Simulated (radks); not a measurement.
The numbers below are computed, except where a source is named.
Problem. The lutetium ion Lu4+ is in [Xe] 4f13. Level of theory: scalar-relativistic Kohn-Sham, PBE, spin-polarised, spherical densities, finite nucleus; Fermi nuclear charge, rms radius of each element as measured or else 0.836 A^(1/3) + 0.57 fm (a radial shooting solver on a logarithmic mesh with Libxc functionals). Open shells are filled with parallel spins first. One electron is removed from 4f, 5s, 5p, 4d in turn, with full relaxation. Which removal costs least, and what does each cost?

Solution. 4f 68.561 eV; 5p 82.187 eV; 5s 113.97 eV; 4d 252.75 eV. The 4f electron leaves first.
